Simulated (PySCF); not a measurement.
**Ionisation energy of Xe²⁷⁺ by level of theory**

Xe²⁷⁺ [Ar] 3d9 (2D) → Xe²⁸⁺ [Ar] 3d8 (3F), as a difference of total energies. Calculation: PySCF 2.14, in an uncontracted even-tempered set (17 s from 3.4 bohr⁻², ratio 2.5; 11 p from 4.4 bohr⁻², ratio 2.5; 8 d from 4.4 bohr⁻², ratio 2.5; 4 f from 22 bohr⁻², ratio 2.7; 3 g from 32 bohr⁻², ratio 2.7); the non-relativistic Hamiltonian (point nucleus). Correlated levels: outer shells: [Ne] frozen; virtual orbitals above 40 to 60 times the deepest correlated orbital energy dropped. The calculations carry no spin-orbit coupling.

| method | ionisation energy (eV) |
| --- | --- |
| UHF | 1578.7 |
| LDA | 1580.2 |
| PBE | 1579.1 |
| PBE0 | 1579.6 |
| r2SCAN | 1578.7 |
| r2SCANh | 1578.9 |
| r2SCAN0 | 1579.2 |
| MP2 (outer shells) | 1580.5 |
| SCS-MP2 (outer shells) | 1580.3 |

A first-order spin-orbit estimate (lowest level to lowest level, LS coupling) adds -2.858 eV.

All relativistic terms are absent from these numbers, so their closeness to the reference says little about the methods.

For comparison: 1571 ± 4 eV (theoretical estimate listed by NIST; NIST Atomic Spectra Database, ionization energies).
